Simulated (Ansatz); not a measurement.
`[AlH2][O]C[SiH3]` + `F[SiH2]P` → `F[SiH2]P[SiH3]` + `C[O][AlH2]` at 600 K and 1 bar (ligand exchange at the Si–C bond).

Program: Ansatz. Geometries: PBE0-D4/def2-TZVP. ΔE: electronic, gas phase. CCSD(T)/CBS adds triple-zeta CCSD(T) − MP2 to the extrapolated MP2 energy (def2 sets, frozen cores). Each species was taken in one conformer, which may not be the lowest.

| species | CCSD(T)/CBS energy (Eh) | H − E (kJ/mol) | S (J/(mol·K)) |
| --- | --- | --- | --- |
| `[AlH2][O]C[SiH3]` | -648.54228 | 248.5 | 449.6 |
| `F[SiH2]P` | -732.27050 | 143.4 | 367.9 |
| `F[SiH2]P[SiH3]` | -1022.56126 | 209.4 | 463.1 |
| `C[O][AlH2]` | -358.26893 | 190.1 | 361.4 |

H − E and S are ideal-gas, rigid-rotor, harmonic terms from PBE0-D4/def2-TZVP, for one conformer and one mirror image of each species. 1 Eh = 2625.50 kJ/mol, R = 8.31446 J/(mol·K).

**Question.** By hand: ΔE, ΔH, ΔS and ΔG.

**Answer.** ΔE = (-1022.56126) + (-358.26893) − (-648.54228) − (-732.27050) = -0.01741 Eh = -45.7 kJ/mol. Δ(H − E) = 209.4 + 190.1 − 248.5 − 143.4 = 7.6, so ΔH = -38.1 kJ/mol. ΔS = 463.1 + 361.4 − 449.6 − 367.9 = 7.0 J/(mol·K). ΔG = -38.1 − 600 × (7.0)/1000 = -42.3 kJ/mol.

**Question.** By hand: the equilibrium constant, and the temperature at which ΔG would vanish if ΔH and ΔS stayed fixed.

**Answer.** log₁₀ K = −ΔG/(RT ln 10) = 3.7. ΔH and −TΔS have one sign here, so there is no such temperature.

The number of gas molecules stays the same, so ΔS is small and ΔH decides. A doubt of 5 kJ/mol in ΔE shifts log₁₀ K by 0.4 here. Other conformers and mirror images would add mixing entropy, several J/(mol·K) or more a flexible species. Modes under 60 cm⁻¹, often nearly free rotors, make the harmonic entropy too high. These are equilibria of isolated gas molecules and say nothing of rates. Largest T1 diagnostic: 0.013 (customary marks: 0.02 for closed shells, 0.045 for open ones).

ΔS is within the doubt of such terms, so its sign, and with it that verdict, could turn.
